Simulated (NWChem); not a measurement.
System: SiPH4, doublet; SMILES [SiH2]P

The following NWChem deck was run.

```
start job
memory heap 200 mb stack 900 mb global 1100 mb
geometry units angstroms noautoz
  Si    -0.080018    -1.166048     0.000000
  P      0.070770     1.099202     0.000000
  H      0.637149    -1.679099     1.207476
  H      0.637149    -1.679099    -1.207476
  H     -0.862126     1.344977     1.046592
  H     -0.862126     1.344977    -1.046592
end
basis spherical
  Si library def2-tzvp
  P library def2-tzvp
  H library def2-tzvp
end
dft
  odft
  mult 2
  xc xpbe96 cpbe96
  iterations 150
  mulliken
end
task dft energy
```

In the optimisation the excess spin sits in a' (Cs, its own frame). All runs use the structure optimised with B3LYP/6-31G* (spherical d), spin-unrestricted. No stability test was run on the SCF state.

Problem. What results follow from this input? (PBE/def2-TZVP, spin-unrestricted.) Quantities: energy (Ha); highest occupied level (eV); lowest empty minus highest occupied level, either spin (eV); dipole (D); <S²>.

Solution. 
```
Quantity                                                       Value
-----------------------------------------------------------  -------
energy (Ha)                                                  -632.90
highest occupied level (eV)                                    -4.97
lowest empty minus highest occupied level, either spin (eV)     1.45
dipole (D)                                                      0.65
<S²>                                                           0.753
```
